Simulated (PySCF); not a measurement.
C4H6GaN.
Numbering: `[CH:1]#[C:2][CH2:3][C:4]#[N+:5][GaH3-:6]` (hydrogens: H7 on C1; H8, H9 on C3; H10, H11, H12 on Ga6)

Theory: PBE0-D3(BJ)/def2-SVP geometry optimisation, gas phase in PySCF.

Task: Give the optimised bond lengths and angles.

Result: 
```
                     bond  length (pm)   order
                    C1≡C2        120.8  triple
                    C2–C3        145.9  single
                    C3–C4        146.0  single
                    C4≡N5        115.1  triple
                   N5–Ga6        214.9  single
                    C1–H7        107.5  single
             C3–H8, C3–H9        110.4  single
Ga6–H10, Ga6–H11, Ga6–H12        157.9  single
```

Bonds in one row agree within 1 pm and their mean is given. Orders are formal, as drawn. A selection of angles:
```
      angle  degrees
   C2–C1–H7    179.8
   C1–C2–C3    179.8
   C2–C3–C4    112.9
   C2–C3–H8    110.8
   C4–C3–H8    107.7
   H8–C3–H9    106.6
   C3–C4–N5    179.1
  C4–N5–Ga6    179.2
 N5–Ga6–H10     97.3
H10–Ga6–H11    118.2
```

The C–C distances run from 1.208 Å (C1≡C2, drawn triple) to 1.460 Å (C3–C4, drawn single), a spread of 0.252 Å. The 6 heavy atoms lie in one plane (0.003 Å rms). Ga6 (gallium bonded to N and 3 H) is distorted tetrahedral (angles from 97.2° to 118.5°).

Point group: near Cs, missed by 0.34 Å at most; the miss may be what the optimiser left on a soft mode. Whether it is a minimum is left open (no frequencies).
